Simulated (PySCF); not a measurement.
C2H5S, doublet, at a GFN2-xTB geometry; DF-PBE0/6-311G** in PySCF.

PySCF was given this input:
```python
from pyscf import gto, scf, dft

mol = gto.M(
    atom='''
C     1.59120474   -0.30906457   -0.07423518
C     0.14127741   -0.74696820   -0.19413812
S    -1.00497093    0.59920090    0.15218980
H     1.79862002    0.04821331    0.93193225
H     2.24903285   -1.14856825   -0.29044018
H     1.80540898    0.49349823   -0.77641106
H    -0.08762157   -1.54584703    0.51354516
H    -0.08079833   -1.09831398   -1.20342314
''',
    basis='6-311g**',
    spin=1,
    verbose=4,
)

mf = dft.UKS(mol)
mf.xc = 'pbe0'
mf = mf.density_fit(auxbasis='def2-universal-jkfit')
mf.kernel()
```

Problem. Write the output that PySCF gives for this input, abridged.

Solution. 
```
PySCF version 2.14.0

[INPUT] verbose = 4
[INPUT] num. atoms = 8
[INPUT] num. electrons = 33
[INPUT] charge = 0
[INPUT] spin (= nelec alpha-beta = 2S) = 1
[INPUT] symmetry False subgroup None
[INPUT] Mole.unit = angstrom
[INPUT] Symbol           X                Y                Z      unit          X                Y                Z       unit  Magmom
[INPUT]  1 C      1.591204740000  -0.309064570000  -0.074235180000 AA    3.006941166710  -0.584047392106  -0.140284159008 Bohr   0.0
[INPUT]  2 C      0.141277410000  -0.746968200000  -0.194138120000 AA    0.266975612488  -1.411565321759  -0.366867877138 Bohr   0.0
[INPUT]  3 S     -1.004970930000   0.599200900000   0.152189800000 AA   -1.899119820849   1.132325594593   0.287597040952 Bohr   0.0
[INPUT]  4 H      1.798620020000   0.048213310000   0.931932250000 AA    3.398899239960   0.091109951459   1.761096719150 Bohr   0.0
[INPUT]  5 H      2.249032850000  -1.148568250000  -0.290440180000 AA    4.250056131650  -2.170479427871  -0.548852395769 Bohr   0.0
[INPUT]  6 H      1.805408980000   0.493498230000  -0.776411060000 AA    3.411728515030   0.932576497658  -1.467204263483 Bohr   0.0
[INPUT]  7 H     -0.087621570000  -1.545847030000   0.513545160000 AA   -0.165580769904  -2.921227517172   0.970459704996 Bohr   0.0
[INPUT]  8 H     -0.080798330000  -1.098313980000  -1.203423140000 AA   -0.152686715022  -2.075512620981  -2.274140146564 Bohr   0.0

nuclear repulsion = 98.624632137558
number of shells = 48
number of NR pGTOs = 147
number of NR cGTOs = 92
basis = 6-311g**
ecp = {}

******** <class 'pyscf.df.df_jk.DFUKS'> ********
method = DFUKS
initial guess = minao
damping factor = 0
level_shift factor = 0
DIIS = <class 'pyscf.scf.diis.CDIIS'>
diis_start_cycle = 1
diis_space = 8
diis_damp = 0
SCF conv_tol = 1e-09
SCF conv_tol_grad = None
SCF max_cycles = 50
direct_scf = False
number electrons alpha = 17  beta = 16
XC library pyscf.dft.libxc version 7.1.2
    S. Lehtola, C. Steigemann, M. J. T. Oliveira, and M. A. L. Marques,  SoftwareX 7, 1–5 (2018)
XC functionals = pbe0
    C. Adamo and V. Barone,  J. Chem. Phys. 110, 6158 (1999)
    M. Ernzerhof and G. E. Scuseria,  J. Chem. Phys. 110, 5029 (1999)
radial grids:
    Treutler-Ahlrichs [JCP 102, 346 (1995); DOI:10.1063/1.469408] (M4) radial grids

becke partition: Becke, JCP 88, 2547 (1988); DOI:10.1063/1.454033
pruning grids: <function nwchem_prune>
grids dens level: 3
symmetrized grids: False
atomic radii adjust function: <function treutler_atomic_radii_adjust>
small_rho_cutoff = 0
Set gradient conv threshold to 3.16228e-05
tot grids = 96160
******** <class 'pyscf.df.df.DF'> ********
auxbasis = def2-universal-jkfit
init E= -477.200340693329

cycle= 1 E= -477.141600867634  delta_E= 0.0587  |g|= 0.192  |ddm|= 1.47
cycle= 2 E= -477.146472600013  delta_E= -0.00487  |g|= 0.171  |ddm|= 0.302
cycle= 3 E= -477.161057530916  delta_E= -0.0146  |g|= 0.0266  |ddm|= 0.133
cycle= 4 E= -477.161414934147  delta_E= -0.000357  |g|= 0.00971  |ddm|= 0.0401
cycle= 5 E= -477.161469145192  delta_E= -5.42e-05  |g|= 0.00495  |ddm|= 0.0163
cycle= 6 E= -477.161482013848  delta_E= -1.29e-05  |g|= 0.00118  |ddm|= 0.0053
cycle= 7 E= -477.161482826466  delta_E= -8.13e-07  |g|= 0.000391  |ddm|= 0.00141
cycle= 8 E= -477.161482925907  delta_E= -9.94e-08  |g|= 8.78e-05  |ddm|= 0.000504
cycle= 9 E= -477.161482932668  delta_E= -6.76e-09  |g|= 2.78e-05  |ddm|= 0.000147
cycle= 10 E= -477.161482933598  delta_E= -9.31e-10  |g|= 6.84e-06  |ddm|= 5.62e-05
Extra cycle  E= -477.161482933671  delta_E= -7.25e-11  |g|= 3.36e-06  |ddm|= 1.59e-05
converged SCF energy = -477.161482933671  <S^2> = 0.75331172  2S+1 = 2.003309
```
